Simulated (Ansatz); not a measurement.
Geometry optimisation, RKS PBE/def2-SVP (Ansatz 0.2.0).

input.yaml

```yaml
crystal:
  periodic: [false, false, false]
  atoms:
    - { symbol: Al, position_ang: [0.0, 0.0, 0.0] }
    - { symbol: O, position_ang: [0.0, 0.0, 2.13] }
    - { symbol: Si, position_ang: [-1.3147, -0.4067, 3.0936] }
    - { symbol: H, position_ang: [-2.239, -1.2403, 2.3304] }
    - { symbol: H, position_ang: [-0.8506, -1.1432, 4.2657] }
    - { symbol: H, position_ang: [-1.9987, 0.8095, 3.5233] }
    - { symbol: Cl, position_ang: [1.9312, 0.0, -1.115] }
    - { symbol: H, position_ang: [-1.351, 0.0, -0.78] }
    - { symbol: Cl, position_ang: [0.5321, -2.3412, 0.7978] }
    - { symbol: H, position_ang: [0.2802, -1.233, 1.9417] }
basis:
  gaussian: { orbitals: def2-SVP }
hamiltonian:
  xc: pbe
relax:
  f_tol: 0.15
  max_steps: 25
  restrain:
    - { distance: [0, 8], at: 2.23, k: 30.0 }
    - { distance: [9, 1], at: 1.01, k: 30.0 }
    - { distance: [0, 1], at: 2.98, k: 30.0 }
    - { distance: [9, 8], at: 2.57, k: 30.0 }
```

Launched with:

```bash
$ ansatz run input.yaml --threads 2 --pin off --max-ram 3072MiB --backend cpu --events-out ev --progress --plain --runs-dir out
```

Q: Where does it end, and by what steps?

A: It converged. The restraints hold the end off the free minimum; the threshold counts their pulls, which the force column leaves out. Restrained pairs: Al1–Cl9 (2.53 → 2.20 Å), O2–H10 (1.28 → 0.99 Å), Al1–O2 (2.13 → 2.96 Å), Cl9–H10 (1.61 → 2.57 Å). After 7 steps the energy has fallen by 1.020 eV (the restraints' own energy left out); Al1 moved furthest, 0.78 Å.

```
step  energy less start (eV)  largest force component (eV/Å)  accepted
   0                  0.0000                           2.059       yes
   1                 -0.0231                           2.773       yes
   2                 -0.1552                           2.532       yes
   3                 -0.4674                           1.684       yes
   4                 -0.8404                           1.801       yes
   5                 -0.9502                           1.018       yes
   6                 -1.0001                           0.769       yes
   7                 -1.0203                           0.847       yes
```

```xyz
10
Properties=species:S:1:pos:R:3
Al 0.135 -0.551 -0.534
O 0.090 -0.224 2.411
Si -1.395 -0.380 3.230
H -2.388 -1.184 2.434
H -1.168 -1.059 4.556
H -1.897 1.015 3.434
Cl 1.836 0.558 -1.098
H -1.339 -0.073 -0.821
Cl 0.531 -2.575 0.242
H 0.585 -1.081 2.333
```

Time of the run: 26 s on 2 threads of Arm Neoverse V1, on a shared host, peak memory 0.16 GiB.
